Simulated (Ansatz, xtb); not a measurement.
Relative energy of two isomers of C5H3FO3

We compare a, `CC1=C(F)C(=O)OC1=O`, a singlet, with b, `O=C(O)c1cocc1F`, a singlet. Both are isolated molecules in the gas phase, relaxed with PBE0-D3(BJ)/def2-SVP; the shapes shown needn't be the lowest conformers.

a (Å):

```xyz
12

C    -0.2565    2.7790   -1.2375
C    -0.0887    2.1072    0.0694
C     0.8768    1.3101    0.5439
C     0.5647    0.8929    1.9398
C    -1.0735    2.2265    1.1780
F     1.9681    0.8972   -0.0401
O     1.1814    0.1952    2.6757
O    -0.6293    1.4845    2.2579
O    -2.0920    2.8381    1.2035
H     0.5839    2.5570   -1.9073
H    -0.3298    3.8689   -1.1010
H    -1.1936    2.4560   -1.7164
```

b (Å):

```yaml
atoms:
  - { symbol: C, position_ang: [0.5004, 2.2880, -1.1607] }
  - { symbol: C, position_ang: [0.0116, 1.9937, 0.1917] }
  - { symbol: C, position_ang: [0.7536, 1.8031, 1.3288] }
  - { symbol: C, position_ang: [-1.3264, 1.5758, 1.9530] }
  - { symbol: C, position_ang: [-1.3481, 1.8414, 0.6179] }
  - { symbol: F, position_ang: [-2.4150, 1.9403, -0.1403] }
  - { symbol: O, position_ang: [-0.1928, 2.4469, -2.1305] }
  - { symbol: O, position_ang: [1.8412, 2.3624, -1.1984] }
  - { symbol: O, position_ang: [-0.0367, 1.5553, 2.3738] }
  - { symbol: H, position_ang: [2.0756, 2.5577, -2.1183] }
  - { symbol: H, position_ang: [1.8257, 1.8206, 1.5059] }
  - { symbol: H, position_ang: [-2.1009, 1.3903, 2.6899] }
```

Quicker runs give these differences E(b) − E(a): GFN2-xTB −18.5 kJ/mol; HF/STO-3G +58.7 kJ/mol (at GFN2-xTB geometries); r2SCAN-D4/def2-SVP +53.8 kJ/mol (at GFN2-xTB geometries).

Task: Which of the two would you expect CCSD(T)/def2-SVP + ΔMP2/def2-TZVPP electronic energies to favour?

Result: Structure a; the calculation gives E(b) − E(a) = +52.5 kJ/mol.

Level by level:

```tsv
level	geometry	E(b) − E(a) (kJ/mol)	departure from the last row (kJ/mol)	job, with rough time for the two
GFN2-xTB	GFN2-xTB	−18.5	−71.0	optimisation, 0.12 s
HF/STO-3G	GFN2-xTB	+58.7	+6.3	single point, 0.38 s
r2SCAN-D4/def2-SVP	GFN2-xTB	+53.8	+1.3	single point, 3.3 s
PBE0-D3(BJ)/def2-SVP	PBE0-D3(BJ)/def2-SVP	+46.4	−6.1	optimisation, 27 s
HF/def2-SVP	PBE0-D3(BJ)/def2-SVP	+57.5	+5.0	part of the CCSD(T) run
MP2/def2-SVP	PBE0-D3(BJ)/def2-SVP	+45.0	−7.4	part of the CCSD(T) run
CCSD(T)/def2-SVP	PBE0-D3(BJ)/def2-SVP	+52.4	0.0	single point
CCSD(T)/def2-SVP + ΔMP2/def2-TZVPP	PBE0-D3(BJ)/def2-SVP	+52.5		single point, 86 s
```

As drawn, b has 3 C∷C, 2 C∷O, 1 O–H in place of 2 C–C, 1 C=C, 1 C=O, 1 C–O, 1 C–H (∷ is an aromatic bond). Structure a has a 5-membered ring, b a 5-membered ring (with an aromatic ring).

GFN2-xTB puts the two in the other order. The largest departure from CCSD(T)/def2-SVP + ΔMP2/def2-TZVPP is that of GFN2-xTB, 71.0 kJ/mol. The last row adds to CCSD(T) the change of the MP2 difference between the two basis sets, here 0.0 kJ/mol.

With thermal terms from frequencies at re-optimised GFN2-xTB minima (ideal gas, soft modes damped towards free rotors, one conformer each, 298.15 K, 1 atm): the zero-point term adds +2.9 kJ/mol; ΔH is +53.6 and ΔG +57.4 kJ/mol.

The correlated steps freeze 9 core orbitals. Programs: Ansatz 0.2.0, xtb 6.7.1; the last row on 4 threads of Arm Neoverse V2 on a shared host.
